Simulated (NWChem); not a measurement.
Atomisation of H$_{5}$OSi$_{2}$

```xyz
8

Si     1.5065    -0.4404     0.5486
O      0.0937    -0.1226    -0.2672
Si    -1.4716     0.4280    -0.3479
H      2.2905    -1.4434    -0.2402
H      2.3056     0.8216     0.6998
H     -1.4859     1.9105    -0.5088
H     -2.1379    -0.2013    -1.5202
H     -2.2109     0.0668     0.8968
```
Charge 0, spin multiplicity 2.

All runs are NWChem calculations. All single points use one geometry, from UB3LYP/def2-SVP, a minimum by its harmonic frequencies. It is one conformer; others weren't searched.

Basis set: def2-TZVP. The atomisation energy is electronic alone: no zero-point, thermal, spin-orbit or counterpoise terms. No value is extrapolated to the basis-set limit. Free atoms are single determinants with multiplicities Si 3, O 3, H 2. Correlated methods freeze the same cores in atoms and molecule, 11 orbitals in all.

```json
[
 {"method": "B3LYP", "atomisation energy (kcal/mol)": "592.8", "relative cost": "1"},
 {"method": "BP86", "atomisation energy (kcal/mol)": "603.2", "relative cost": "under 3"},
 {"method": "PBE0", "atomisation energy (kcal/mol)": "584.0", "relative cost": "under 3"},
 {"method": "PBE", "atomisation energy (kcal/mol)": "588.5", "relative cost": "under 3"},
 {"method": "TPSS", "atomisation energy (kcal/mol)": "607.5", "relative cost": "under 3"},
 {"method": "HF", "atomisation energy (kcal/mol)": "453.8", "relative cost": "under 3"},
 {"method": "MP2", "atomisation energy (kcal/mol)": "577.5", "relative cost": "3"},
 {"method": "CAM-B3LYP", "atomisation energy (kcal/mol)": "599.4", "relative cost": "9"}
]
```

The values span 153.7 kcal/mol, from HF (lowest) to TPSS (highest). Costs are rough ratios of processor time within this set of runs, SCF included, with B3LYP as 1. Costs are the molecule's.

B3LYP has NWChem's definition, with VWN1-RPA local correlation. GW and range-separated runs recompute their integrals, the others keep them in memory, which bears on the times. The structure started from a generated list of species. No SCF solution was tested for a lower state. Open-shell Hartree-Fock references start from PBE0 orbitals; any time given for them includes that run.
